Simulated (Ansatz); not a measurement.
Relaxation of CH₈Ge₂ (11 atoms, charge 0, multiplicity 1), to a largest force component of 0.02 eV/Å in at most 40 steps.

Method: RKS PBE/def2-SVP (Ansatz 0.2.0).

```xyz
11
Properties=species:S:1:pos:R:3:forces:R:3
Ge 0.000 0.000 0.000 0.13 0.18 0.04
C 0.000 0.000 1.960 0.03 0.08 0.19
H -1.000 -0.309 2.330 0.12 0.05 0.05
H 0.768 -0.711 2.330 -0.11 0.07 0.04
H 0.232 1.020 2.330 0.00 -0.13 0.07
H 1.462 0.000 -0.516 0.07 0.09 -0.06
H -0.730 1.265 -0.516 0.00 0.10 -0.06
Ge -1.130 -1.958 -0.799 -0.06 -0.15 -0.19
H -1.828 -2.673 0.386 -0.05 -0.07 -0.01
H -2.192 -1.550 -1.852 -0.05 -0.12 -0.04
H -0.103 -2.920 -1.449 -0.07 -0.11 -0.03
```

**Question.** Where does it end, and by what steps?

**Answer.** The forces met the threshold. The force dipped under the threshold on the way, but the program's further checks kept it going. After 17 steps the energy has fallen by 0.065 eV; H10 moved furthest, 0.88 Å.

| step | energy less start (eV) | largest force component (eV/Å) | accepted |
| --- | --- | --- | --- |
| 0 | 0.0000 | 0.191 | yes |
| 1 | -0.0293 | 0.142 | yes |
| 2 | -0.0381 | 0.058 | yes |
| 3 | -0.0421 | 0.015 | yes |
| 4 | -0.0383 | 0.320 | no |
| 5 | -0.0455 | 0.034 | yes |
| 6 | -0.0475 | 0.072 | yes |
| 7 | -0.0489 | 0.087 | yes |
| 8 | -0.0435 | 0.271 | no |
| 9 | -0.0435 | 0.135 | no |
| 10 | -0.0521 | 0.017 | yes |
| 11 | -0.0554 | 0.043 | yes |
| 12 | -0.0573 | 0.151 | yes |
| 13 | -0.0599 | 0.092 | yes |
| 14 | -0.0625 | 0.006 | yes |
| 15 | -0.0636 | 0.113 | yes |
| 16 | -0.0647 | 0.056 | yes |
| 17 | -0.0653 | 0.003 | yes |

```xyz
11
Properties=species:S:1:pos:R:3
Ge -0.183 0.086 0.040
C 0.184 -0.045 1.976
H -0.752 -0.246 2.531
H 0.901 -0.864 2.179
H 0.618 0.906 2.343
H 1.138 0.396 -0.723
H -1.166 1.262 -0.225
Ge -1.150 -1.979 -0.834
H -2.440 -2.354 -0.053
H -1.521 -1.839 -2.335
H -0.150 -3.160 -0.693
```

The run took 22 s on 4 threads of Arm Neoverse V1 (shared host), peak memory 0.18 GiB.
